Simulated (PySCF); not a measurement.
Species: C7H8N4.
Bonds: N1–C2 (triple), C2–C3, C3–C4 (aromatic), C4–N5 (aromatic), N5–N6 (aromatic), N6–C7, C7–C8, C8–C9, C9–C10, N6–N11 (aromatic), C3–N11 (aromatic), C7–C10. Hydrogens: H12 on C4; H13 on C7; H14, H15 on C8; H16, H17 on C9; H18, H19 on C10.

Definitions: NICS(0) = −σiso at the ring centroid; NICS(1) = −σiso and NICS(1)zz = −σzz at ±1 Å along the ring normal z. Level: GIAO PBE0/pcSseg-1 (PySCF, non-relativistic, gas phase) on the GFN2-xTB geometry, one conformer.

Rings: 1. C3–C4–N5–N6–N11; 2. C7–C8–C9–C10.

```json
{"set": "P", "NICS(0)": "-0.1", "NICS(1), two faces": "-0.9 / 0.7", "NICS(1)zz, two faces": "1.6 / 4.2"}
{"set": "Q", "NICS(0)": "-13.8", "NICS(1), two faces": "-13.4 / -13.4", "NICS(1)zz, two faces": "-32.0 / -32.0"}
```

Problem. Which set (ppm) belongs to which ring?

Solution. P = 2, Q = 1.
- 1 (5-membered ring with 3 N; formal bonds all aromatic): mean NICS(1)zz -32.0 ppm, shielded. For a flat ring without four-coordinate atoms the NICS criterion counts such a value as aromatic.
- 2 (4-membered carbocycle; formal bonds all single): mean NICS(1)zz 2.9 ppm, near zero. C7, C8, C9, C10 have four or more neighbours, so the value isn't read as a sign of a π ring current.

Problem. How do the rings differ in shape?

Solution. 
```
ring                   bond lengths (Å)  rms pucker (Å)  HOMA  nearest outside atom to a NICS(1) probe (Å)
   1  1.409, 1.319, 1.313, 1.302, 1.335            0.00  0.97                                hydrogen 2.43
   2         1.539, 1.536, 1.536, 1.539            0.09     –                                hydrogen 1.50
```

HOMA = 1 − mean of α(R − Ropt)² over the ring bonds, with Krygowski's 1993 parameters (CC: Ropt 1.388 Å, α 257.7 Å⁻²; CN: Ropt 1.334 Å, α 93.52 Å⁻²; NN: Ropt 1.309 Å, α 130.33 Å⁻²). A dash marks a ring with a four-coordinate atom, a triple bond, no multiple bond or a kind of bond without parameters.

Cost: about 2.1 min of CPU time on one thread; the machine was shared, so the figure is rough. This is the whole shielding run at PBE0/pcSseg-1, SCF included.

The values belong to the conformer `[N:1]#[C:2][c:3]1[cH:4][n:5][n:6]([CH:7]2[CH2:8][CH2:9][CH2:10]2)[n:11]1`: N5–N6–C7–C8 -52°.
